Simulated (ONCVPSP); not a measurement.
## Varying the ONCV potential for lutetium (Lu)

Base potential:

| Property | Result |
| --- | --- |
| Element | Lu |
| Generator | ONCVPSP 4.0.1 |
| Type | optimised norm-conserving Vanderbilt (ONCV) |
| Functional | PBE |
| Relativity | scalar-relativistic |
| Frozen core | [Kr] 4d10 |
| Valence charge | 25 |
| Reference configuration | 4f14 5s2 5p6 5d1 6s1.75 6p0.25 |
| Partial waves | 5s+6s: rc 2.10 bohr, ncon 3, nbas 7, qcut 6.9 1/bohr, 2 projectors; 5p+6p: rc 2.80 bohr, ncon 4, nbas 7, qcut 4.6 1/bohr, 3 projectors, debl 3.2 Ha; 5d: rc 3.20 bohr, ncon 3, nbas 8, qcut 4.1 1/bohr, 2 projectors, debl 2.3 Ha; 4f: rc 1.05 bohr, ncon 3, nbas 8, qcut 15.5 1/bohr, 2 projectors, debl 2.7 Ha |
| Local potential | polynomial inside 0.85 bohr (lpopt 5, dvloc0 0 Ha) |
| Core correction | Teter function, fcfact 3.5, rcfact 1.35 |

Cutoffs, loose and tight: the cutoffs (Ha) at which the residual kinetic energy of the hardest occupied pseudo-wave falls to 1 and 0.1 mHa per electron. They do not see the model core or the augmentation charge, which bear on the density cutoff. Test errors are all-electron minus pseudo excitation energies from the reference, over the configurations 4f14 5s2 5p6 5d1 6s2 6p0; 4f14 5s2 5p6 5d1 6s1 6p0; 4f14 5s2 5p6 5d1 6s0 6p0; 4f13 5s2 5p6 5d1 6s2 6p0. A dash means not determined; rows that change the core or the reference have their own tests.

A true bound ghost makes a file unfit for plane-wave use even where its test errors are small: the radial tests pick states by their node count and pass the ghost by.

```csv
change,outcome,"cutoff, loose","cutoff, tight",bound ghosts,GHOST(+) flags above zero,largest test error (meV)
base,generated,106 Ha,116 Ha,s,"p, d",+59
"core correction Teter function, fcfact 3.5, rcfact 0.98",generated,106 Ha,116 Ha,s,"p, d",+68
"core correction Teter function, fcfact 3.5, rcfact 1.16",generated,106 Ha,116 Ha,s,"p, d",+65
"core correction Teter function, fcfact 3.5, rcfact 1.24",generated,106 Ha,116 Ha,s,"p, d",+63
"core correction Teter function, fcfact 3.5, rcfact 1.4",generated,106 Ha,116 Ha,s,"p, d",+58
"core correction Teter function, fcfact 3.5, rcfact 1.6",generated,106 Ha,116 Ha,s,"p, d",+53
"core correction Teter function, fcfact 3.5, rcfact 1.74",generated,106 Ha,116 Ha,s,"p, d",+50
"core correction Teter function, fcfact 3.5, rcfact 1.88",generated,106 Ha,116 Ha,s,"p, d",+46
"core correction Teter function, fcfact 3.5, rcfact 2.06",generated,106 Ha,116 Ha,s,"p, d",+41
```

Reading the sweep of the rcfact (base included, trends over the rows without a ghost): Bound ghosts are found at 0.98, 1.16, 1.24, 1.35, 1.4, 1.6, 1.74, 1.88, 2.06. Every judged row has one, so this setting neither creates nor removes them.
